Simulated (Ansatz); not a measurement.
Geometry optimisation, RKS PBE0-D4/def2-SVP in Ansatz.

The input (input.yaml):

```yaml
crystal:
  periodic: [false, false, false]
  atoms:
    - { symbol: Al, position_ang: [0.121937, -0.03863, -0.154257] }
    - { symbol: F, position_ang: [-0.032934, -0.542645, 1.443473] }
    - { symbol: "N", position_ang: [1.703407, -0.173735, -0.921271] }
    - { symbol: H, position_ang: [2.554137, -0.504436, -0.480439] }
    - { symbol: H, position_ang: [1.881404, 0.051996, -1.893546] }
    - { symbol: H, position_ang: [-1.165722, 0.412162, -0.937683] }
    - { symbol: P, position_ang: [-0.013405, 2.930861, 1.655563] }
    - { symbol: H, position_ang: [1.400574, 2.8478, 1.84373] }
    - { symbol: H, position_ang: [0.083409, 2.813814, 0.230577] }
    - { symbol: H, position_ang: [-0.202406, 1.533813, 1.862654] }
basis:
  gaussian: { orbitals: def2-SVP }
hamiltonian:
  xc: pbe0
  dispersion: d4
relax:
  f_tol: 0.03
  max_steps: 50
```

Command:

```bash
$ ansatz run input.yaml --threads 2 --pin off --max-ram 3072MiB --backend cpu --events-out ev --progress --plain --runs-dir out
```

Question: Where does it end, and by what steps?

Answer: The run converged. After 14 steps the energy has fallen by 0.065 eV; H8 moved furthest, 1.18 Å.

```json
{"step": "0", "energy less start (eV)": "0.0000", "largest force component (eV/Å)": "0.167", "accepted": "yes"}
{"step": "1", "energy less start (eV)": "-0.0116", "largest force component (eV/Å)": "0.319", "accepted": "yes"}
{"step": "2", "energy less start (eV)": "-0.0190", "largest force component (eV/Å)": "0.160", "accepted": "yes"}
{"step": "3", "energy less start (eV)": "-0.0241", "largest force component (eV/Å)": "0.191", "accepted": "yes"}
{"step": "4", "energy less start (eV)": "-0.0262", "largest force component (eV/Å)": "0.422", "accepted": "yes"}
{"step": "5", "energy less start (eV)": "-0.0349", "largest force component (eV/Å)": "0.172", "accepted": "yes"}
{"step": "6", "energy less start (eV)": "-0.0457", "largest force component (eV/Å)": "0.059", "accepted": "yes"}
{"step": "7", "energy less start (eV)": "-0.0464", "largest force component (eV/Å)": "0.285", "accepted": "yes"}
{"step": "8", "energy less start (eV)": "-0.0548", "largest force component (eV/Å)": "0.187", "accepted": "yes"}
{"step": "9", "energy less start (eV)": "-0.0565", "largest force component (eV/Å)": "0.180", "accepted": "yes"}
{"step": "10", "energy less start (eV)": "-0.0626", "largest force component (eV/Å)": "0.103", "accepted": "yes"}
{"step": "11", "energy less start (eV)": "-0.0644", "largest force component (eV/Å)": "0.068", "accepted": "yes"}
{"step": "12", "energy less start (eV)": "-0.0645", "largest force component (eV/Å)": "0.131", "accepted": "yes"}
{"step": "13", "energy less start (eV)": "-0.0652", "largest force component (eV/Å)": "0.046", "accepted": "yes"}
{"step": "14", "energy less start (eV)": "-0.0654", "largest force component (eV/Å)": "0.014", "accepted": "yes"}
```

```xyz
10
Properties=species:S:1:pos:R:3
Al 0.117 0.014 -0.161
F -0.223 -0.702 1.314
N 1.784 -0.081 -0.736
H 2.554 -0.496 -0.222
H 2.107 0.263 -1.632
H -1.061 0.574 -1.041
P 0.367 2.884 1.637
H 1.372 2.312 0.792
H -0.603 2.951 0.591
H -0.085 1.612 2.106
```

Whether the end is a true minimum wasn't checked by a vibrational analysis.

Run time: 76 s on 2 threads of Intel(R) Xeon(R) Processor @ 2.50GHz (Skylake/Cascade Lake) (shared host), peak memory 0.2 GiB.
